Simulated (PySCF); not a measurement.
## Working out the ionisation energy of Xe

Xe [Xe] (1S) → Xe⁺ [Kr] 4d10 5s2 5p5 (2P). Computed with PySCF 2.14 in aug-cc-pVDZ-PP with ECP28MDF, with scalar relativity through the core potential. Frozen: 4s2 4p6 4d10. Energies in hartree (1 hartree = 27.21139 eV):

| part | Xe (lower) | Xe⁺ (upper) |
| --- | --- | --- |
| UHF | -328.291718 | -327.865723 |
| CCSD correlation | -0.115450 | -0.093857 |
| (T) | -0.001708 | -0.001151 |

**Question.** What does Hartree-Fock give?

**Answer.** (-327.865723) − (-328.291718) = 0.425995 hartree = 11.592 eV.

**Question.** What do CCSD and CCSD(T) give?

**Answer.** The CCSD correlation energies differ by 0.021593 hartree = 0.588 eV and the triples by 0.000557 hartree = 0.015 eV, so CCSD gives 12.180 eV and CCSD(T) 12.195 eV.

Measured between the centres of the two terms (NIST): 12.565 eV, so CCSD(T) (valence) is off by -0.370 eV.

A double-zeta basis recovers only part of the correlation energy.

What remains against the reference includes basis incompleteness, the frozen core and higher excitations.
